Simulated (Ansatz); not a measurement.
Total energies of BH$_{7}$NPSi, SMILES `NPB[SiH3]`.

| atom | x (Å) | y (Å) | z (Å) |
| --- | --- | --- | --- |
| N1 | 1.220 | 1.659 | -1.580 |
| P2 | 0.624 | 0.224 | -0.949 |
| B3 | 0.200 | 0.155 | 0.795 |
| Si4 | -0.962 | -1.374 | 1.358 |
| H5 | 0.604 | 2.451 | -1.670 |
| H6 | 1.879 | 1.590 | -2.337 |
| H7 | -0.430 | -0.269 | -1.749 |
| H8 | 0.744 | 0.882 | 1.570 |
| H9 | -0.293 | -2.254 | 2.357 |
| H10 | -2.201 | -0.839 | 1.995 |
| H11 | -1.384 | -2.225 | 0.209 |

Charge 0, multiplicity 1. Geometry: relaxed with PBE0-D4/def2-TZVP. It is one conformer, not always the lowest. Basis def2-TZVPP, Ansatz.

RPA on PBE orbitals: Hartree–Fock energy of these orbitals -712.85371 Eh, correlation -1.08560 Eh (frozen core).

```
functional                                       kind  energy without D4 (Eh)  D4 term (kJ/mol)
       PBE                                        GGA              -714.25831             -22.3
    r2SCAN                                   meta-GGA              -714.58261              -5.4
      PBE0         global hybrid, 25 % exact exchange              -714.33048             -18.9
     B3LYP                        global hybrid, 20 %              -714.73854             -36.2
   r2SCANh                      meta-GGA hybrid, 10 %              -714.57555              -5.8
     BHLYP                        global hybrid, 50 %              -714.63563             -28.7
   LC-ωPBE                long-range corrected hybrid              -714.43650                 –
   ωB97X-V       range-separated hybrid GGA with VV10              -714.56266                 –
   ωB97M-V  range-separated hybrid meta-GGA with VV10              -714.58987                 –
  PBE-QIDH                              double hybrid              -714.14492                 –
```

Problem. Give the same for LDA (SPW92), revPBE, BLYP, B97M-V, r2SCAN0, HSE06 (plane-wave form), CAM-B3LYP, B2PLYP. (Estimate.)

Solution. The calculation gave: 
```csv
functional,kind,energy without D4 (Eh),D4 term (kJ/mol)
LDA (SPW92),LDA,-711.48011,–
revPBE,GGA,-714.53657,-65.1
BLYP,GGA,-714.63738,-48.9
B97M-V,meta-GGA with VV10,-714.52897,–
r2SCAN0,"meta-GGA hybrid, 25 %",-714.56598,-6.5
HSE06 (plane-wave form),screened hybrid,-714.31158,-17.7
CAM-B3LYP,range-separated hybrid,-714.65247,-19.4
B2PLYP,double hybrid,-714.36310,–
```

B3LYP takes the VWN-RPA correlation (the form of Gaussian; ORCA's B3LYP/G). HSE06 is the plane-wave form, built on full-range PBE exchange. The double hybrids freeze the cores in their second-order part.

LC-ωPBE has ω = 0.4 bohr⁻¹.
